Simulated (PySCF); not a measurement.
ClH2MoNS2, multiplicity 1. Atoms are numbered in the order given.

```xyz
7

Mo     0.1253    -0.0967    -0.1269
N      0.8121    -1.1289    -1.3332
H      1.5438    -1.7724    -1.6663
S      1.3146    -0.1444     1.6382
Cl    -0.0389     2.0351    -0.9349
S     -1.9191    -1.1320     0.2859
H     -2.1597    -0.4358     1.4382
```

The structure is a stationary point at PBE-D3(BJ)/def2-SVP. The multiplicity is an assumed one; no other spin state was optimised. The structure was generated by enumeration; whether it is a known compound was not checked. The def2 effective core potentials stand for the cores of Mo; spin–orbit coupling is left out. One conformer was computed; it need not be the lowest.

All values below come from PBE-D3(BJ)/def2-SVP (PySCF 2.14.0).

Frequencies are harmonic and unscaled.

Problem. Give all harmonic wavenumbers and intensities. (An estimate is asked for; the answer gives what the named calculation found.)

Solution. 
```
mode  ν (cm⁻¹)  IR (km/mol)  moving atoms (share of kinetic energy)
----  --------  -----------  --------------------------------------
1          111          0.2                S 42 %, Cl 40 %, Mo 14 %
2          139          0.3                S 59 %, Cl 26 %, Mo 12 %
3          145          1.1                 S 54 %, Mo 27 %, Cl 9 %
4          190          4.9         N 53 %, H 21 %, S 10 %, Cl 10 %
5          232          7.2                  N 48 %, S 22 %, H 20 %
6          336         33.5                                  H 87 %
7          380          6.8                S 48 %, Cl 30 %, Mo 15 %
8          408         30.9                Cl 36 %, Mo 35 %, S 24 %
9          507        200.5                          H 69 %, N 22 %
10         552         13.8                 S 61 %, Mo 22 %, H 16 %
11         592         22.5                           H 83 %, S 8 %
12         644         63.9                          H 75 %, N 18 %
13         977         59.1                         N 78 %, Mo 15 %
14        2587          4.8                                  H 97 %
15        3477        176.9                                  H 93 %
```
